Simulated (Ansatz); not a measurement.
Born–Oppenheimer molecular dynamics of ClFH2O2Si (7 atoms, charge 0, multiplicity 1). It starts from a relaxed structure.

Level of theory: RKS B3LYP/def2-SVP (Ansatz 0.2.0).

```
ensemble        : NVT, Nosé–Hoover chain
time step       : 0.5 fs
steps asked     : 150
set temperature : 400 K
thermostat      : time constant 100 fs, chain length 3 (defaults)
seed            : 643797
```

First frame:

```xyz
7
Properties=species:S:1:pos:R:3
Si -0.107 -0.059 0.098
O 0.009 0.031 1.732
H -0.799 0.222 2.225
Cl 1.810 -0.250 -0.597
F -0.761 1.291 -0.483
O -1.079 -1.259 -0.455
H -0.758 -2.167 -0.407
```

How far do the bonds stretch over the last three quarters of this one trajectory? (Pairs bonded in most of those frames.)


| bond | mean (Å) | spread (Å) | shortest | longest |
| --- | --- | --- | --- | --- |
| Si1–O2 | 1.637 | 0.010 | 1.62 | 1.65 |
| Si1–Cl4 | 2.063 | 0.059 | 1.97 | 2.16 |
| Si1–F5 | 1.605 | 0.015 | 1.59 | 1.63 |
| Si1–O6 | 1.634 | 0.037 | 1.59 | 1.70 |
| O2–H3 | 0.967 | 0.003 | 0.96 | 0.97 |
| O6–H7 | 0.966 | 0.005 | 0.96 | 0.98 |

Mean temperature of the second half: 283 K. The conserved energy stayed within 0.036 meV per atom of its start (net change 0.019 meV per atom), so the integration is sound. The mean temperature of the second half is 29 % below the set value. A run of 0.075 ps of so small a system gives no equilibrium averages.

Run time: 8.3 min on 1 thread of Arm Neoverse V1, with other jobs on the host, peak memory 0.17 GiB.
